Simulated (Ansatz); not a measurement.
Ideal-gas functions of CH₆GeTe, SMILES `[CH3][GeH2][TeH]` at 800 K and 1 bar, from an Ansatz frequency run at PBE0-D4/def2-TZVP.

Molar mass 218.27 g/mol, point group C1 (symmetry number 1), electronic degeneracy 1, moments of inertia 49.819, 409.013, 445.032 u Å². Harmonic wavenumbers (cm⁻¹, unscaled): 110, 133, 140, 235, 385, 515, 607, 637, 683, 834, 865, 871, 1262, 1449, 1454, 2138, 2145, 2154, 3063, 3154, 3167.

Use S(trans) = R[1.5 ln M + 2.5 ln T − 1.1517]; rotational temperatures θ = 24.2544 K / I; S(rot) = R[ln(√π/σ · √(T³/θAθBθC)) + 1.5]; for each mode x = 1.438777 ν̃/T, S = R[x/(eˣ − 1) − ln(1 − e⁻ˣ)] and H = RT x/(eˣ − 1); 1 cm⁻¹ = 0.0119627 kJ/mol; R = 8.31446 J/(mol·K).

Task: By hand: the entropy, in J/(mol·K).

Result: Translation 196.5. Rotation: θ = 0.4869, 0.0593, 0.0545 K, giving 127.4. Vibration, mode by mode: 21.80, 20.23, 19.80, 15.54, 11.53, 9.24, 7.99, 7.62, 7.11, 5.68, 5.43, 5.38, 3.08, 2.36, 2.35, 0.88, 0.87, 0.86, 0.22, 0.19, 0.19, in all 148.4. Electronic 0.0. Sum 472.3 J/(mol·K).

Task: By hand: H − E and G − E in kJ/mol, counted from the electronic energy.

Result: Zero-point energy ½ × 26001 × 0.0119627 = 155.5; thermal vibration 57.3; translation, rotation and pV give 4 RT = 26.6. H − E = 239.4 kJ/mol, and G − E = 239.4 − 800 × 472.3/1000 = -138.4 kJ/mol.

Vibration gives 31 % of the entropy, 61.8 J/(mol·K) of it from the modes under 150 cm⁻¹: soft modes count most, and the harmonic formula is weakest for them. The sum counts one conformer and one mirror image; others add a mixing term.
